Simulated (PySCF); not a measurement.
W(S)2(NH2)(SH) (H₃NS₃W), SMILES [NH2][W](=[S])(=[S])[SH], multiplicity 1.

Geometry: PBE0-D3(BJ)/def2-SVP. The spin state was assumed, not searched. The structure was generated by enumeration; whether it is a known compound was not checked. The def2 effective core potentials stand for the cores of W; spin–orbit coupling is left out. The values are those of a single conformer.

Two levels are set side by side: TDDFT-PBE/def2-SVPD (PySCF) and TDDFT-M06-2X/def2-SVPD (PySCF). Vertical, same geometry. The lowest singlet is HOMO→LUMO 99 % with PBE and HOMO→LUMO 89 % with the other functional; states are paired by order. Differences are taken from unrounded values.

```
quantity                              TDDFT-M06-2X  TDDFT-PBE  TDDFT-PBE minus TDDFT-M06-2X
------------------------------------  ------------  ---------  ----------------------------
lowest singlet excitation (eV)                2.83       2.72                         -0.11
lowest triplet excitation (TDA) (eV)          2.66       2.47                         -0.20
```

A lower first singlet is the usual sign of a functional without exact exchange. Differences between two approximate levels are no errors against the true value.

Rough cost on one machine, each run with all the roots and properties that it gave: TDDFT-M06-2X against TDDFT-PBE about 10 times.
